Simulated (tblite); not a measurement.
Species: C5H10AlFS.
Numbering: `[CH3:1][C:2]#[C:3][CH2:4][S@@+:5]([AlH3-:6])[CH2:7][F:8]` (hydrogens: H9, H10, H11 on C1; H12, H13 on C4; H14, H15, H16 on Al6; H17, H18 on C7)
Bond orders are those of one Lewis drawing.

Computed with GFN2-xTB (tblite), gas phase: L-BFGS steps from a force-field or distance-geometry start until the largest atomic force falls under 0.01 eV/Å.

Geometry at step 8:
```
atom  x, y, z in Å
C1      3.2249    0.0010    0.6593
C2      2.0156    0.1633   -0.1200
C3      1.0369    0.2644   -0.8063
C4     -0.1671    0.4002   -1.5847
S5     -1.7319    0.0883   -0.6350
Al6    -1.8688   -2.0711    0.6634
C7     -1.7697    1.4937    0.5390
F8     -0.6649    1.5878    1.3067
H9      3.6775    0.9697    0.8734
H10     2.9861   -0.4915    1.6038
H11     3.9408   -0.6153    0.1094
H12    -0.2555    1.3948   -2.0201
H13    -0.2000   -0.3518   -2.3755
H14    -2.4100   -2.8347   -0.5957
H15    -0.3977   -2.2471    1.1507
H16    -2.9309   -1.4953    1.6611
H17    -1.8690    2.4317   -0.0152
H18    -2.6250    1.3182    1.1952
```

Task: What forces act on the atoms?

Result: 
| atom | Fx (eV/Å) | Fy (eV/Å) | Fz (eV/Å) |
| --- | --- | --- | --- |
| C1 | -0.062 | -0.042 | -0.043 |
| C2 | 0.190 | -0.059 | 0.126 |
| C3 | -0.177 | 0.022 | -0.024 |
| C4 | 0.109 | -0.066 | 0.063 |
| S5 | 0.013 | -0.092 | 0.132 |
| Al6 | 0.009 | 0.117 | -0.007 |
| C7 | -0.030 | -0.024 | -0.063 |
| F8 | 0.158 | -0.098 | 0.062 |
| H9 | -0.055 | -0.023 | -0.038 |
| H10 | -0.013 | 0.032 | -0.086 |
| H11 | -0.081 | 0.063 | 0.051 |
| H12 | -0.040 | 0.063 | 0.012 |
| H13 | -0.032 | -0.002 | 0.012 |
| H14 | 0.080 | 0.037 | -0.026 |
| H15 | 0.021 | 0.044 | -0.076 |
| H16 | -0.021 | 0.096 | -0.009 |
| H17 | -0.002 | -0.039 | -0.060 |
| H18 | -0.069 | -0.030 | -0.026 |

The largest, 0.24 eV/Å, acts on C2; the rms over all components is 0.071 eV/Å. The forces sum to zero within rounding, as they must for an isolated molecule in no field.

Task: Give the force on C2 in Eh/bohr and in nN.

Result: 0.235 eV/Å ÷ 51.422 = 0.00458 Eh/bohr, and 0.235 eV/Å × 1.602 = 0.38 nN.

Task: How far is this geometry from the end of the optimisation?

Result: 0.194 eV above it, and 0.575 Å rms away after alignment. The bonds farthest from their final lengths, with half the difference of the two atoms' forces along the bond (positive lengthens):

```json
{"bond": "S5–Al6", "now (Å)": "2.523", "final (Å)": "2.582", "force along bond (eV/Å)": "-0.13"}
{"bond": "S5–C7", "now (Å)": "1.832", "final (Å)": "1.801", "force along bond (eV/Å)": "-0.04"}
{"bond": "C7–F8", "now (Å)": "1.349", "final (Å)": "1.366", "force along bond (eV/Å)": "+0.11"}
{"bond": "C4–S5", "now (Å)": "1.857", "final (Å)": "1.848", "force along bond (eV/Å)": "+0.06"}
{"bond": "C1–C2", "now (Å)": "1.448", "final (Å)": "1.441", "force along bond (eV/Å)": "-0.15"}
{"bond": "Al6–H15", "now (Å)": "1.560", "final (Å)": "1.554", "force along bond (eV/Å)": "0.00"}
```

The angle farthest from its final value is Al6–S5–C7, 109.0° against 88.1°.

Of the 3 listed bonds off by 0.010 Å or more, this force points towards the final length in 2.

What follows is the cost of the whole relaxation. On one thread, Arm Neoverse N1 (aarch64), no GPU, shared host, this took 1.7 s of wall time.
